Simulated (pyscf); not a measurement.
## Hydrogen shift: `[O][GaH2]` [doublet] → `[OH][GaH]` [doublet]

Gas phase, doublet surface, charge 0. Bonds broken: Ga1–H3. Bonds formed: O2–H3. Single points on ωB97X-D3(BJ)/def2-SVP structures (PySCF, gas phase). MP2 and CC: frozen core, UHF for open shells. ΔMP2 is the change of the MP2 total energy from the triple- to the quadruple-zeta basis.

Transition state (Å):

```xyz
4

Ga     0.4651    -0.4930     0.0138
O      1.2131     0.2281     1.4298
H      1.8449     0.4033     0.0689
H     -0.7203    -1.3434    -0.5037
```

One imaginary mode, 1502i cm⁻¹; descent along it reached the two sides named.

```csv
bond,change,reactant side (Å),saddle,product side
Ga1–H3,breaks,1.555,1.646,2.387
O2–H3,forms,2.8,1.511,0.964
```

Electronic energies relative to the reactant's lowest minimum found (eV):

```tsv
level	barrier	reaction energy	reverse barrier
ωB97X-D3(BJ)/def2-TZVP	1.00	-1.46	2.46
PBE/def2-TZVP	0.52	-1.65	2.17
r²SCAN/def2-TZVP	0.76	-1.53	2.29
B3LYP-D3(BJ)/def2-TZVP	0.86	-1.55	2.40
PBE0-D3(BJ)/def2-TZVP	0.83	-1.58	2.42
M06-2X/def2-TZVP	0.95	-1.76	2.72
ωB97M-D3(BJ)/def2-TZVP	0.94	-1.58	2.53
HF/def2-TZVP	1.95	-0.90	2.85
MP2/def2-QZVPP	1.00	-1.95	2.95
CCSD/def2-TZVPP	1.06	-1.51	2.57
CCSD(T)/def2-TZVPP	0.91	-1.58	2.48
CCSD(T)/def2-TZVPP + ΔMP2(QZVPP)	0.87	-1.61	2.48
```

With CCSD(T)/def2-TZVPP + ΔMP2(QZVPP) energies and thermal terms (ideal gas, 1 atm, RRHO with modes under 100 cm⁻¹ raised to 100, one conformer, R ln 2 for rigid chiral ones), in eV:

| T (K) | ΔH‡ | ΔG‡ | ΔH | ΔG |
|---|---|---|---|---|
| 298 | 0.80 | 0.80 | -1.51 | -1.52 |
| 600 | 0.79 | 0.80 | -1.51 | -1.54 |
| 900 | 0.77 | 0.80 | -1.51 | -1.55 |
| 1200 | 0.75 | 0.82 | -1.52 | -1.56 |

One saddle was located; it need not be the lowest between these sides. The CCSD(T) − MP2 part came from Ansatz, without density fitting, on the same reference. The frozen core leaves the outer d or s,p core shells of the metals and heavy elements correlated in the MP2 and CC values, and def2-TZVPP describes them poorly, which can shift differences by a few kcal/mol. Elements up to Kr have no core potential and no relativistic terms here.
